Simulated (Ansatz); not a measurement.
**How basis sets differ on BHBrCl (SMILES ClBBr)**

BHBrCl: 4 atoms, total charge 0, spin state singlet. SMILES: `ClBBr`. Geometry: relaxed at PBE0-D4/def2-TZVP.

Quantity: the HOMO–LUMO gap, in eV. The values are calculated.

```
                          level          kind  program  value (eV)
                      HF/STO-3G  Hartree–Fock   Ansatz       14.57
                       HF/3-21G  Hartree–Fock   Ansatz       13.23
HF/6-31G* (spherical functions)  Hartree–Fock   Ansatz       13.61
                    HF/def2-SVP  Hartree–Fock   Ansatz       13.52
```

All-electron rows without a relativistic Hamiltonian named are non-relativistic. The values span 13.23 to 14.57 eV. A Hartree–Fock LUMO above zero doesn't converge with the basis: it sinks as sets grow more diffuse. Orbital gaps aren't excitation energies.
